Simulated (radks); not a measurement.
Cs II, 54 electrons, occupied as [Xe]. All-electron calculation, Dirac Kohn-Sham, PBE, spin-unpolarised, spherical densities, finite nucleus; Fermi nuclear charge, rms radius 4.8041 fm. Program: a radial shooting solver on a logarithmic mesh with Libxc functionals.

Unscreened Slater integrals over Kohn-Sham orbitals (hartree). Large and small components are both included.

integral,value
"F0(5p3/2,5p3/2)",0.42918
"F2(5p3/2,5p3/2)",0.23022
"F0(5p3/2,5p1/2)",0.43859
"G2(5p3/2,5p1/2)",0.23409
"F0(5p3/2,5s1/2)",0.46611
"G1(5p3/2,5s1/2)",0.30467
"F0(5p3/2,4d5/2)",0.54040
"F2(5p3/2,4d5/2)",0.14644
"G1(5p3/2,4d5/2)",0.042291
"G3(5p3/2,4d5/2)",0.040233
"F0(5p1/2,5p1/2)",0.44883
"F0(5p1/2,5s1/2)",0.47895
"G1(5p1/2,5s1/2)",0.32344
"F0(5p1/2,4d5/2)",0.56232
"G3(5p1/2,4d5/2)",0.046082
"F0(5s1/2,5s1/2)",0.51740
"F0(5s1/2,4d5/2)",0.63386
"G2(5s1/2,4d5/2)",0.073597
"F0(4d5/2,4d5/2)",1.0723
"F2(4d5/2,4d5/2)",0.54453
"F4(4d5/2,4d5/2)",0.36275
